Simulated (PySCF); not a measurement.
# Peak assignment

Mapped SMILES: `[CH2:1]=[CH:2][C:3](=[O:4])[Si@@H:5]([F:6])[O:7][CH:8]([CH3:9])[CH3:10]`. Hydrogens are named by the atom that carries them. Ha(C1) is cis to C3; Hb(C1) is trans to C3.

Gas phase, rapidly exchanging positions averaged, one computed conformer, non-relativistic Hamiltonian. Coordinates at the GFN2-xTB level; NMR shieldings at PBE0/pcSseg-1/GIAO; PySCF.

References, each an isolated molecule treated in the same way: 13C, 1H vs TMS.

Problem. Assign these signals to the numbered atoms. 13C{1H} NMR (computed): δ 228.2 (C), 139.1 (CH), 133.7 (CH2), 72.0 (CH), 28.4 (CH3), 27.9 (CH3).

Solution. 
| δ (ppm) | atoms | environment | reason |
| --- | --- | --- | --- |
| 228.2 | C3 | carbonyl carbon | – |
| 139.1 | C2 | α carbon of a C=C–C=O unit | an sp2 carbon of a C=C bond |
| 133.7 | C1 | β carbon of a C=C–C=O unit | conjugation with the carbonyl draws π density from the β position |
| 72.0 | C8 | sp3 CH bonded to O | pulled downfield by the heteroatom |
| 28.4 | C10 | methyl carbon | saturated and bonded to C and H only |
| 27.9 | C9 | methyl carbon | – |

C10 and C9 lie closer than the usual error of such a calculation, so a measured spectrum could show them in the other order.

Problem. Assign these signals to the numbered atoms. 1H NMR (400 MHz, computed): δ 7.40 (m, 1H), 6.63 (m, 1H), 5.86 (m, 1H), 4.67 (m, 1H), 4.62 (m, 1H), 1.51 (d, 3H), 1.44 (d, 3H).

Solution. 
7.40 → H(C2), hydrogen on an α carbon of a C=C–C=O unit: a vinylic proton, deshielded by the sp2 carbon and the C=C anisotropy
6.63 → Ha(C1), hydrogen on a β carbon of a C=C–C=O unit: attached to an sp2 carbon and in the plane of the double bond
5.86 → Hb(C1), hydrogen on a β carbon of a C=C–C=O unit
4.67 → H(Si5), hydrogen on a silicon bonded to C, F, O
4.62 → H(C8), hydrogen on an sp3 CH bonded to O: its carbon carries O, which withdraws density
1.51 → H(C10), hydrogen on a methyl carbon
1.44 → H(C9), hydrogen on a methyl carbon

H(Si5) and H(C8); H(C10) and H(C9) lie closer than the usual error of such a calculation, so a measured spectrum could show them in the other order.

Splittings by 19F in the carbon and heteronuclear signals aren't shown, as no couplings were computed. Shifts are as computed. Against solution values, carbons near 30 ppm lie about +3 ppm off and those near 130 ppm about +5 ppm. Of 1309 compounds with measured shifts, 239 miss one by over three times the rms of a fit or turn the order of signals round; such compounds aren't used in these exercises. Multiplicities follow the n + 1 count of equivalent neighbours, as no J values were calculated; m marks all less simple cases, F and P coupling included.
